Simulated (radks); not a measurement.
All-electron atom: Ca2+ in [Ar].

Calculated with a radial shooting solver on a logarithmic mesh with Libxc functionals: scalar-relativistic Kohn-Sham, PBE, spin-polarised, spherical densities, finite nucleus; Fermi nuclear charge, rms radius 3.4776 fm.

Energy parts (eV):
part                      energy
total                 -18494.431
kinetic                18620.781
electron-nucleus      -43651.038
Hartree                 7506.293
exchange-correlation    -970.467

Orbitals (lengths in bohr, moments of r in powers of bohr; r(90%) holds 90 % of the orbital's charge):
orbital,occ.,eigenvalue (eV),r(90%)
1s,2,-3964.953,0.137
2s,2,-429.8269,0.567
2p,6,-350.2037,0.541
3s,2,-62.2359,1.72
3p,6,-43.0597,1.94

The highest occupied level is 3p at -43.060 eV. The electron density at the nucleus is 6189 e/bohr^3 (large components only).
